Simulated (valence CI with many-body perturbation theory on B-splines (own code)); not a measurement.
## Au LVIII: magnetic and hyperfine properties of the levels

Level of theory: relativistic CI+MBPT: four valence electrons over a frozen Dirac-Fock core [Ar], radial functions for each j: 7 s, 7 p, 8 d, 6 f, 4 g, 1 h, with the one-electron correlation potential Σ1 (screened to all orders), the two-electron term Σ2, the three-electron term Σ3, Breit, model QED; selected single and double excitations, second order for the rest, scaled by the run's own slope (own B-spline code, finite nucleus).

The last digits are not significant, and no measured levels were compared; by estimate large intervals hold to a few tenths of a per cent, small ones and those within an open d or f shell to about a per cent. Excitations out of the core, of the other parity, are not computed and may begin above about 263 eV (a cautious bound); beyond it only levels of the ground parity were kept, without lifetimes. Only levels of the ground parity were solved; by the run's estimate the other parity begins above the list, which can be wrong where configurations are misplaced.

A/g_I is the dipole constant over the nuclear g factor μ/I (μ in nuclear magnetons, uniformly magnetised nucleus), B/Q the quadrupole constant per barn. Both hold the static response of the core; the bare values leave it out. Large factors of s and p1/2 electrons are usually good to 5 to 10 %; those of open d and f shells near neutrality can be off by tens of per cent, and small factors of p3/2, d and f electrons come from cancelling terms and can be off by a factor of two or in sign, in half-filled shells by more. B is blank for J = 1/2, where it vanishes, and for nearly pure S terms. Energies count from the lowest level. Levels with J = 0 are left out.

Levels are named by their leading jj configuration (3d3/2^4 stands for four electrons in 3d with j = 3/2), which in mixed levels can hold well under half, so a name can repeat and another be missing. Letters in brackets count levels of one name in rising energy.

| Level | E (eV) | g | A/g_I (MHz) | A/g_I bare | B/Q (MHz/b) | B/Q bare |
| --- | --- | --- | --- | --- | --- | --- |
| (3d3/2^3 3d5/2) J=1 | 89.85 | 1.488 | -10100 | -8180 | 23300 | 23400 |
| (3d3/2^3 3d5/2) J=4 | 102.47 | 1.052 | 80600 | 81000 | 9010 | 8820 |
| (3d3/2^3 3d5/2) J=2 | 106.70 | 1.179 | 55300 | 56200 | 78800 | 79500 |
| (3d3/2^3 3d5/2) J=3 | 110.18 | 1.099 | 72900 | 73500 | 64200 | 64700 |
| (3d3/2^2 3d5/2^2) J=2 [a] | 189.10 | 1.303 | 18500 | 19800 | 40900 | 41300 |
| (3d3/2^2 3d5/2^2) J=4 [a] | 191.96 | 1.132 | 64500 | 65100 | -30500 | -31000 |
| (3d3/2^2 3d5/2^2) J=3 [a] | 194.31 | 1.182 | 50500 | 51400 | 12300 | 12400 |
| (3d3/2^2 3d5/2^2) J=5 | 197.80 | 1.076 | 72700 | 73200 | 65100 | 65600 |
| (3d3/2^2 3d5/2^2) J=6 | 200.70 | 1.062 | 77700 | 78100 | 82900 | 83500 |
| (3d3/2^2 3d5/2^2) J=1 | 204.26 | 1.044 | 87700 | 88100 | 13400 | 13500 |
| (3d3/2^2 3d5/2^2) J=3 [b] | 206.91 | 1.048 | 84100 | 84500 | 14300 | 14400 |
| (3d3/2^2 3d5/2^2) J=4 [b] | 207.53 | 1.026 | 83200 | 83500 | -19700 | -19800 |
| (3d3/2^2 3d5/2^2) J=2 [b] | 209.85 | 1.069 | 76000 | 76400 | 37000 | 37300 |
| (3d3/2^2 3d5/2^2) J=2 [c] | 223.77 | 0.958 | 103000 | 103000 | -9550 | -9680 |
| (3d3/2^2 3d5/2^2) J=4 [c] | 229.57 | 1.170 | 56600 | 57400 | 124000 | 125000 |
| (3d3/2^2 3d5/2^2) J=2 [d] | 244.03 | 1.103 | 73500 | 74000 | -49400 | -49800 |
| (3d3/2 3d5/2^3) J=4 [a] | 291.29 | 1.168 | 52400 | 53100 | -71200 | -71900 |
| (3d3/2 3d5/2^3) J=3 [a] | 292.87 | 1.206 | 39600 | 40500 | 4900 | 5040 |
| (3d3/2 3d5/2^3) J=1 [a] | 298.58 | 1.031 | 67900 | 68200 | 33200 | 33400 |
| (3d3/2 3d5/2^3) J=5 | 299.31 | 1.130 | 63000 | 63600 | -45800 | -46300 |
| (3d3/2 3d5/2^3) J=6 | 299.66 | 1.078 | 71700 | 72200 | 92600 | 93500 |
| (3d3/2 3d5/2^3) J=2 [a] | 308.61 | 1.053 | 81300 | 81600 | 62300 | 62700 |
| (3d3/2 3d5/2^3) J=3 [b] | 310.66 | 1.083 | 71500 | 71900 | 14900 | 15100 |
| (3d3/2 3d5/2^3) J=3 [c] | 327.44 | 1.051 | 78300 | 78700 | 103000 | 103000 |
| (3d3/2 3d5/2^3) J=4 [b] | 327.70 | 1.045 | 78900 | 79300 | 91000 | 91900 |
| (3d3/2 3d5/2^3) J=1 [b] | 328.04 | 1.385 | 17000 | 18600 | -54200 | -54600 |
| (3d3/2 3d5/2^3) J=2 [b] | 332.13 | 1.107 | 68100 | 68600 | -132000 | -133000 |
| (3d5/2^4) J=4 | 400.97 | 1.162 | 52000 | 52800 | -86800 | -87400 |
| (3d5/2^4) J=2 | 411.99 | 1.121 | 53900 | 54500 | 63800 | 64300 |

Take the isotope of mass number 197, with I = 3/2, μ = 0.1452 μN and Q = 0.547 b. What is the hyperfine structure of (3d3/2^2 3d5/2^2) J=5?

From the table A = 7040 MHz, B = 35600 MHz. Shifts from the centre of gravity in MHz: F = 7/2: -47900, F = 9/2: -39400, F = 11/2: -7200, F = 13/2: 61700.
